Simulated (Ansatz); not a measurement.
Computed with Ansatz (an electronic-structure program) with B3LYP-D3(BJ)/def2-TZVP. No frequencies were computed at this level.

Ansatz 0.2 input:
```yaml
crystal:
  periodic: [false, false, false]
  atoms:
    - { symbol: C, position_ang: [-1.032027, 1.226998, 0.12545] }
    - { symbol: C, position_ang: [-1.163793, -0.10234, 0.010918] }
    - { symbol: C, position_ang: [0.12473, -0.711274, -0.064616] }
    - { symbol: C, position_ang: [1.140428, 0.186563, -0.00311] }
    - { symbol: S, position_ang: [0.564422, 1.811482, 0.149464] }
    - { symbol: H, position_ang: [-2.08941, -0.644011, -0.020845] }
    - { symbol: H, position_ang: [0.259157, -1.774241, -0.160301] }
    - { symbol: H, position_ang: [2.196494, 0.006823, -0.03696] }
basis:
  gaussian: { orbitals: def2-tzvp }
hamiltonian:
  xc: b3lyp
  dispersion: d3bj
relax:
  max_steps: 150
magnetization:
  spin_polarized: true
  initial_magnetization: 1
```

Output:

```
Functional definition: B3LYP
1123 factors; their error is unknown
mean field evaluation 1: about -15018.0473 eV, gradient 5.2e1 eV
mean field evaluation 2: about -14977.6423 eV, gradient 1.0e2 eV
mean field evaluation 4: about -15030.7814 eV, gradient 1.3e1 eV
mean field evaluation 8: about -15031.5622 eV, gradient 1.4e-1 eV
mean field evaluation 16: about -15031.5748 eV, gradient 1.3e-3 eV
mean field -15031.57484105 eV, -552.4001866410 hartree, gradient 7.6e-5 eV, S^2 0.759204; 2 other end points of the search recorded, 0 dependent functions left out
reference -15031.57507499 eV, -552.4001952384 hartree; 22, 21 occupied and 157, 158 virtual orbitals, 1123 factors
relax step   1: F+E_penalty+E_count = -15031.95782048 eV  Δ(F+E_penalty+E_count) = +0.000e0 eV  max|allowed force component| = 5.199e-1 eV/Å  Δτ_max = 0.0000 Å  (49 SCF iters, accepted)
these checks for a lower state are left out or cut short: starts, cluster_reference, orbital_swaps, neighbouring_geometries, increment
1123 factors; their error is unknown
mean field evaluation 32: about -15031.5832 eV, gradient 2.1e-5 eV
mean field -15031.58323747 eV, -552.4004952041 hartree, gradient 2.1e-5 eV, S^2 0.759398; 0 other end points of the search recorded, 0 dependent functions left out
reference -15031.58347155 eV, -552.4005038063 hartree; 22, 21 occupied and 157, 158 virtual orbitals, 1123 factors
relax step   2: F+E_penalty+E_count = -15031.96611133 eV  Δ(F+E_penalty+E_count) = -8.291e-3 eV  max|allowed force component| = 1.558e-1 eV/Å  Δτ_max = 0.0120 Å  (41 SCF iters, accepted)
these checks for a lower state are left out or cut short: starts, cluster_reference, orbital_swaps, neighbouring_geometries, increment
1123 factors; their error is unknown
mean field -15031.58421784 eV, -552.4005312318 hartree, gradient 1.4e-5 eV, S^2 0.759506; 0 other end points of the search recorded, 0 dependent functions left out
reference -15031.58445195 eV, -552.4005398353 hartree; 22, 21 occupied and 157, 158 virtual orbitals, 1123 factors
relax step   3: F+E_penalty+E_count = -15031.96705909 eV  Δ(F+E_penalty+E_count) = -9.478e-4 eV  max|allowed force component| = 2.263e-2 eV/Å  Δτ_max = 0.0055 Å  (40 SCF iters, accepted)
these checks for a lower state are left out or cut short: starts, cluster_reference, orbital_swaps, neighbouring_geometries, increment
1123 factors; their error is unknown
mean field -15031.58427459 eV, -552.4005333174 hartree, gradient 1.8e-5 eV, S^2 0.759505; 0 other end points of the search recorded, 0 dependent functions left out
reference -15031.58450867 eV, -552.4005419197 hartree; 22, 21 occupied and 157, 158 virtual orbitals, 1123 factors
relax step   4: F+E_penalty+E_count = -15031.96711207 eV  Δ(F+E_penalty+E_count) = -5.298e-5 eV  max|allowed force component| = 1.213e-2 eV/Å  Δτ_max = 0.0020 Å  (41 SCF iters, accepted)
these checks for a lower state are left out or cut short: starts, cluster_reference, orbital_swaps, neighbouring_geometries, increment
1123 factors; their error is unknown
mean field -15031.58429065 eV, -552.4005339075 hartree, gradient 1.8e-5 eV, S^2 0.759499; 0 other end points of the search recorded, 0 dependent functions left out
reference -15031.58452470 eV, -552.4005425087 hartree; 22, 21 occupied and 157, 158 virtual orbitals, 1123 factors
relax step   5: F+E_penalty+E_count = -15031.96712595 eV  Δ(F+E_penalty+E_count) = -1.388e-5 eV  max|allowed force component| = 1.171e-3 eV/Å  Δτ_max = 0.0014 Å  (41 SCF iters, accepted)
1123 factors; their error is unknown
mean field evaluation 64: about -15030.6493 eV, gradient 1.3e1 eV
mean field -15031.58429065 eV, -552.4005339075 hartree, gradient 1.7e-5 eV, S^2 0.759499; 3 other end points of the search recorded, 0 dependent functions left out
reference -15031.58452470 eV, -552.4005425087 hartree; 22, 21 occupied and 157, 158 virtual orbitals, 1123 factors
Total energy: -15031.96736000 eV, -552.4146114466 hartree
Atom 0 at    -1.036158     1.234548     0.126153 Å, force    -0.000852     0.000997     0.000221 eV/Å
Atom 1 at    -1.173333    -0.104225     0.010920 Å, force    -0.001171    -0.001091    -0.000269 eV/Å
Atom 2 at     0.124272    -0.711504    -0.064641 Å, force     0.000262    -0.001012     0.000063 eV/Å
Atom 3 at     1.147877     0.187918    -0.003123 Å, force     0.000781    -0.000739    -0.000085 eV/Å
Atom 4 at     0.562263     1.814580     0.149789 Å, force     0.000410     0.000461     0.000012 eV/Å
Atom 5 at    -2.108007    -0.643051    -0.020417 Å, force     0.001163     0.000628     0.000026 eV/Å
Atom 6 at     0.274498    -1.777726    -0.160880 Å, force     0.000149     0.000578     0.000061 eV/Å
Atom 7 at     2.208589    -0.000538    -0.037800 Å, force    -0.000742     0.000179    -0.000029 eV/Å
Dipole moment:     0.106433    -0.205149    -0.019831 e Å
```

Cost: around 70 core-seconds (rough).
